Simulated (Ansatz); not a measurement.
(AgH)n: binding per atom (eV) at several levels, gas phase, relaxed structures; Ansatz. Clusters are the lowest isomers that short searches found in that spin, judged at the geometry's level. Core potentials for Ag in the def2 sets, no spin–orbit coupling. Binding counts from free atoms in the multiplicity of their measured ground term, without zero-point energy. Singlets are spin-restricted. The structures are stationary points that may keep the symmetry of their start.

```
            species    state           geometry  PBE-D4/def2-SVP  PBE-D4/def2-TZVP  PBE-D4/def2-TZVPD  r2SCAN-D4/def2-TZVP  r2SCAN-D4/def2-TZVPD  PBE0-D4/def2-SVP
(AgH)3 ring (Ag3H3)  singlet  PBE0-D4/def2-TZVP             1.75              1.76               1.76                 1.82                  1.82              1.70
(AgH)4 ring (Ag4H4)  singlet   PBE0-D4/def2-SVP             1.96              1.96               1.96                 2.03                  2.03              1.90
```

Question: Estimate the rows for Ag2H2 (singlet, PBE0-D4/def2-TZVP geometry).

Answer: 
```tsv
species	state	geometry	PBE-D4/def2-SVP	PBE-D4/def2-TZVP	PBE-D4/def2-TZVPD	r2SCAN-D4/def2-TZVP	r2SCAN-D4/def2-TZVPD	PBE0-D4/def2-SVP
Ag2H2	singlet	PBE0-D4/def2-TZVP	1.48	1.48	1.49	1.53	1.53	1.40
```
